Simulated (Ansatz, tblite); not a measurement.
Removing an electron: SnH2MeBr (CH₅BrSn). The state is a singlet with charge 0. Geometry: PBE-D4/def2-SVP. Ansatz, gas phase; energy differences of separate SCF runs; the oxidised species was run as a doublet alone.

```xyz
8

Sn    0.8669   -0.2992   -0.3095
H     1.8260   -1.1741    0.8322
H     1.8115    0.8581   -1.1795
C    -0.9213    0.5468    0.5594
H    -0.6440    1.2640    1.3564
H    -1.5358   -0.2667    0.9880
H    -1.4969    1.0688   -0.2276
Br    0.0936   -1.9977   -2.0194
```

In the def2 sets Sn takes a core potential; there is no spin–orbit coupling. The xTB rows come from tblite. HOMO above LUMO, or a gap near zero within one spin, warns that the state may not be the lowest or that an electron is smeared out.

| level | −HOMO (eV) | vertical IE (eV) | −LUMO (eV) | HOMO–LUMO gap (eV) | remarks |
| --- | --- | --- | --- | --- | --- |
| GFN2-xTB | 11.10 | 14.30 | 7.20 | 3.89 | – |
| PBE-D4/def2-TZVP | 6.67 | 9.67 | 1.79 | 4.88 | gap within one spin near zero (+1 doublet) |
| PBE0-D4/def2-TZVP | 7.91 | 9.97 | 0.93 | 6.98 | – |

Q: Estimate the rows for GFN1-xTB, r2SCAN-D4/def2-TZVP.

A: 
| level | −HOMO (eV) | vertical IE (eV) | −LUMO (eV) | HOMO–LUMO gap (eV) |
| --- | --- | --- | --- | --- |
| GFN1-xTB | 11.44 | 14.90 | 6.76 | 4.68 |
| r2SCAN-D4/def2-TZVP | 6.98 | 9.84 | 1.52 | 5.47 |

Relaxing the oxidised species (PBE-D4/def2-SVP) changes its energy by -0.22 eV at PBE-D4/def2-TZVP, so the adiabatic ionisation energy to this nearest minimum is 9.45 eV. At PBE0-D4/def2-TZVP it is 9.70 eV.    Raw xTB energy differences between charge states are shifted by several eV; the methods need an empirical correction for them.
